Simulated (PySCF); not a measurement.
`S=Cc1ncccn1`, C5H4N2S

Geometry:
| atom | x (Å) | y (Å) | z (Å) |
| --- | --- | --- | --- |
| S1 | 3.421 | 0.779 | 0.174 |
| C2 | 2.301 | -0.379 | 0.018 |
| C3 | 0.872 | -0.140 | 0.007 |
| N4 | 0.100 | -1.221 | -0.131 |
| C5 | -1.204 | -1.031 | -0.146 |
| C6 | -1.769 | 0.233 | -0.024 |
| C7 | -0.877 | 1.290 | 0.115 |
| N8 | 0.427 | 1.109 | 0.129 |
| H9 | 2.589 | -1.420 | -0.089 |
| H10 | -1.811 | -1.921 | -0.260 |
| H11 | -2.835 | 0.385 | -0.037 |
| H12 | -1.213 | 2.314 | 0.217 |

Computed, not measured: PySCF, quadratic response CAM-B3LYP/aug-cc-pVDZ first hyperpolarisability, Taylor convention, gas phase. Geometry: GFN2-xTB.

**Question.** Give the tensor of the static β(0;0,0) in the axes of these coordinates.

**Answer.** In au, Taylor convention; rows are the first index (the induced dipole):
|  | xx | yy | zz | xy | xz | yz |
| --- | --- | --- | --- | --- | --- | --- |
| x | -549.2 | -9.4 | -4.6 | -7.1 | -15.1 | -0.7 |
| y | -7.1 | -1.3 | -2.1 | -9.4 | -0.7 | 0.0 |
| z | -15.1 | 0.0 | -1.0 | -0.7 | -4.6 | -2.1 |

Norm of βᵢ = ⅓ Σⱼ (βᵢⱼⱼ + βⱼᵢⱼ + βⱼⱼᵢ): 563.5 au, hyper-Rayleigh value 230.3 au.
